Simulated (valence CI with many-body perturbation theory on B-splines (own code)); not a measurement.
**Tm LXIII: E2, E3, M1, M2 decay**

Calculated by relativistic CI+MBPT: five valence electrons over a frozen Dirac-Fock core [He], radial functions for each j: 9 s, 9 p, 8 d, 6 f, 3 g, 1 h, with the one-electron correlation potential Σ1 (screened to all orders), the two-electron term Σ2, the three-electron term Σ3, Breit, model QED; selected single and double excitations, second order for the rest (own B-spline code, finite nucleus).

The last digits are not significant, and no measured levels were compared; by estimate large intervals hold to a few tenths of a per cent, small ones and those within an open d or f shell to about a per cent. Among the levels kept, up to 1100 cm⁻¹ of a level comes from second order outside the variational space, and about a tenth of that is noise between levels of different J, which matters for small intervals.

Lines 1 to 50 of 53 in falling wavelength, among levels below 9516.2 eV, chosen from the decays that carry over 1 % of a level's rate. Wavelengths and rates use the calculated energies. Electric multipoles are in the length gauge, E1 and E2 with the static RPA response of the core. Weak lines are less certain than strong ones. Lines between different terms over intervals too small for the method are left out, as are lines whose strength nearly cancels. The highest levels of a list are the least certain.

Levels are named by their leading jj configuration (3d3/2^4 stands for four electrons in 3d with j = 3/2), which in mixed levels can hold well under half, so a name can repeat and another be missing. Letters in brackets count levels of one name in rising energy.

| λ vac (Å) | Upper | Lower | Type | A (s⁻¹) | Branch % |
| --- | --- | --- | --- | --- | --- |
| 12.38 | (2s^2 2p1/2 2p3/2^2) J=3/2 | (2s^2 2p1/2^2 2p3/2) J=3/2 | M1 | 9.53e+09 | 99.9 |
| 12.35 | (2s^2 2p3/2^3) J=3/2 | (2s^2 2p1/2 2p3/2^2) J=1/2 | M1 | 2.36e+09 | 7.0 |
| 12.10 | (2s^2 2p1/2 2p3/2^2) J=5/2 | (2s^2 2p1/2^2 2p3/2) J=3/2 | M1 | 1.59e+09 | 97.4 |
| 12.10 | (2s^2 2p1/2 2p3/2^2) J=5/2 | (2s^2 2p1/2^2 2p3/2) J=3/2 | E2 | 4.29e+07 | 2.6 |
| 11.80 | (2s^2 2p3/2^3) J=3/2 | (2s^2 2p1/2 2p3/2^2) J=5/2 | M1 | 2.68e+09 | 8.0 |
| 11.57 | (2s^2 2p1/2 2p3/2^2) J=1/2 | (2s^2 2p1/2^2 2p3/2) J=3/2 | M1 | 5.41e+09 | 99.3 |
| 11.55 | (2s^2 2p3/2^3) J=3/2 | (2s^2 2p1/2 2p3/2^2) J=3/2 | M1 | 1.07e+10 | 31.9 |
| 1.614 | (2s^2 2p1/2 2p3/2 3p1/2) J=3/2 [a] | (2s^2 2p1/2 2p3/2^2) J=1/2 | E2 | 1.81e+11 | 12.5 |
| 1.611 | (2s^2 2p1/2 2p3/2 3p1/2) J=5/2 | (2s^2 2p1/2 2p3/2^2) J=1/2 | E2 | 3.40e+11 | 17.9 |
| 1.606 | (2s^2 2p1/2 2p3/2 3p1/2) J=1/2 | (2s^2 2p1/2 2p3/2^2) J=5/2 | E2 | 3.73e+11 | 29.2 |
| 1.604 | (2s^2 2p1/2 2p3/2 3p1/2) J=3/2 [a] | (2s^2 2p1/2 2p3/2^2) J=5/2 | M1 | 1.47e+10 | 1.0 |
| 1.604 | (2s^2 2p1/2 2p3/2 3p1/2) J=3/2 [b] | (2s^2 2p1/2 2p3/2^2) J=1/2 | E2 | 1.56e+11 | 4.5 |
| 1.603 | (2s^2 2p1/2^2 3p1/2) J=1/2 | (2s^2 2p1/2^2 2p3/2) J=3/2 | E2 | 1.78e+12 | 91.6 |
| 1.603 | (2s^2 2p1/2^2 3p1/2) J=1/2 | (2s^2 2p1/2^2 2p3/2) J=3/2 | M1 | 2.49e+10 | 1.3 |
| 1.602 | (2s^2 2p1/2 2p3/2 3p1/2) J=5/2 | (2s^2 2p1/2 2p3/2^2) J=5/2 | E2 | 1.01e+12 | 53.3 |
| 1.601 | (2s^2 2p1/2 2p3/2 3p1/2) J=1/2 | (2s^2 2p1/2 2p3/2^2) J=3/2 | E2 | 5.58e+11 | 43.7 |
| 1.601 | (2s^2 2p1/2 2p3/2 3p1/2) J=1/2 | (2s^2 2p1/2 2p3/2^2) J=3/2 | M1 | 2.15e+10 | 1.7 |
| 1.600 | (2s^2 2p1/2 2p3/2 3p1/2) J=3/2 [a] | (2s^2 2p1/2 2p3/2^2) J=3/2 | E2 | 1.09e+12 | 75.8 |
| 1.597 | (2s^2 2p1/2 2p3/2 3p1/2) J=5/2 | (2s^2 2p1/2 2p3/2^2) J=3/2 | E2 | 2.52e+11 | 13.3 |
| 1.594 | (2s^2 2p1/2 2p3/2 3p1/2) J=3/2 [b] | (2s^2 2p1/2 2p3/2^2) J=5/2 | E2 | 9.97e+11 | 29.0 |
| 1.589 | (2s^2 2p1/2 2p3/2 3p1/2) J=3/2 [b] | (2s^2 2p1/2 2p3/2^2) J=3/2 | E2 | 6.63e+10 | 1.9 |
| 1.552 | (2s^2 2p1/2 2p3/2 3p3/2) J=3/2 [a] | (2s^2 2p1/2 2p3/2^2) J=1/2 | E2 | 4.78e+10 | 1.5 |
| 1.548 | (2s 2p1/2^2 2p3/2 3p3/2) J=7/2 | (2s 2p1/2^2 2p3/2^2) J=5/2 | E2 | 5.87e+11 | 8.4 |
| 1.547 | (2s^2 2p1/2 2p3/2 3p3/2) J=3/2 [b] | (2s^2 2p1/2 2p3/2^2) J=1/2 | E2 | 3.05e+11 | 4.9 |
| 1.546 | (2s^2 2p1/2 2p3/2 3p3/2) J=5/2 [b] | (2s^2 2p1/2 2p3/2^2) J=1/2 | E2 | 3.54e+11 | 13.7 |
| 1.546 | (2s 2p1/2^2 2p3/2 3p3/2) J=1/2 [b] | (2s 2p1/2^2 2p3/2^2) J=3/2 | E2 | 1.05e+12 | 5.8 |
| 1.545 | (2s^2 2p1/2 2p3/2 3p3/2) J=5/2 [a] | (2s^2 2p1/2 2p3/2^2) J=5/2 | E2 | 1.40e+11 | 3.7 |
| 1.543 | (2s^2 2p1/2 2p3/2 3p3/2) J=3/2 [a] | (2s^2 2p1/2 2p3/2^2) J=5/2 | E2 | 4.08e+11 | 12.9 |
| 1.542 | (2s^2 2p1/2 2p3/2 3p3/2) J=7/2 | (2s^2 2p1/2 2p3/2^2) J=5/2 | E2 | 6.22e+11 | 26.1 |
| 1.541 | (2s^2 2p1/2^2 3p3/2) J=3/2 | (2s^2 2p1/2^2 2p3/2) J=3/2 | E2 | 8.88e+11 | 45.7 |
| 1.540 | (2s^2 2p1/2 2p3/2 3p3/2) J=5/2 [a] | (2s^2 2p1/2 2p3/2^2) J=3/2 | E2 | 5.28e+11 | 14.0 |
| 1.539 | (2s^2 2p1/2 2p3/2 3p3/2) J=1/2 [a] | (2s^2 2p1/2 2p3/2^2) J=3/2 | E2 | 6.29e+11 | 3.2 |
| 1.539 | (2s^2 2p1/2 2p3/2 3p3/2) J=3/2 [a] | (2s^2 2p1/2 2p3/2^2) J=3/2 | E2 | 1.95e+11 | 6.2 |
| 1.538 | (2s^2 2p1/2 2p3/2 3p3/2) J=3/2 [b] | (2s^2 2p1/2 2p3/2^2) J=5/2 | E2 | 7.26e+10 | 1.2 |
| 1.538 | (2s^2 2p1/2 2p3/2 3p3/2) J=7/2 | (2s^2 2p1/2 2p3/2^2) J=3/2 | E2 | 7.09e+10 | 3.0 |
| 1.533 | (2s^2 2p1/2 2p3/2 3p3/2) J=1/2 [b] | (2s^2 2p1/2 2p3/2^2) J=5/2 | E2 | 1.24e+12 | 17.8 |
| 1.528 | (2s^2 2p1/2 2p3/2 3p3/2) J=1/2 [b] | (2s^2 2p1/2 2p3/2^2) J=3/2 | E2 | 5.20e+11 | 7.5 |
| 1.527 | (2s 2p1/2^2 2p3/2 3p3/2) J=1/2 [b] | (2s 2p1/2^2 2p3/2^2) J=5/2 | E2 | 3.25e+11 | 1.8 |
| 1.516 | (2s 2p1/2^2 2p3/2 3d5/2) J=9/2 | (2s 2p1/2^2 2p3/2^2) J=5/2 | M2 | 4.13e+10 | 37.0 |
| 1.516 | (2s 2p1/2^2 2p3/2 3d5/2) J=9/2 | (2s 2p1/2^2 2p3/2^2) J=5/2 | E3 | 2.49e+09 | 2.2 |
| 1.509 | (2s^2 2p1/2 2p3/2 3d5/2) J=9/2 | (2s^2 2p1/2 2p3/2^2) J=5/2 | M2 | 4.09e+10 | 40.1 |
| 1.509 | (2s^2 2p1/2 2p3/2 3d5/2) J=9/2 | (2s^2 2p1/2 2p3/2^2) J=5/2 | E3 | 2.60e+09 | 2.5 |
| 1.465 | (2s 2p1/2^2 2p3/2 3d5/2) J=9/2 | (2s^2 2p1/2 2p3/2^2) J=5/2 | E2 | 1.79e+09 | 1.6 |
| 1.370 | (2s^2 2p1/2 2p3/2 3p3/2) J=5/2 [a] | (2s^2 2p1/2^2 2p3/2) J=3/2 | E2 | 2.25e+11 | 6.0 |
| 1.369 | (2s^2 2p1/2 2p3/2 3p3/2) J=1/2 [a] | (2s^2 2p1/2^2 2p3/2) J=3/2 | E2 | 4.54e+11 | 2.3 |
| 1.369 | (2s^2 2p1/2 2p3/2 3p3/2) J=3/2 [a] | (2s^2 2p1/2^2 2p3/2) J=3/2 | E2 | 8.16e+11 | 25.9 |
| 1.368 | (2s^2 2p1/2 2p3/2 3p3/2) J=7/2 | (2s^2 2p1/2^2 2p3/2) J=3/2 | E2 | 8.68e+11 | 36.5 |
| 1.364 | (2s^2 2p1/2 2p3/2 3p3/2) J=5/2 [b] | (2s^2 2p1/2^2 2p3/2) J=3/2 | E2 | 6.43e+11 | 24.8 |
| 1.360 | (2s^2 2p1/2 2p3/2 3p3/2) J=1/2 [b] | (2s^2 2p1/2^2 2p3/2) J=3/2 | E2 | 3.69e+11 | 5.3 |
| 1.342 | (2s^2 2p1/2 2p3/2 3d5/2) J=9/2 | (2s^2 2p1/2^2 2p3/2) J=3/2 | E3 | 5.65e+09 | 5.5 |
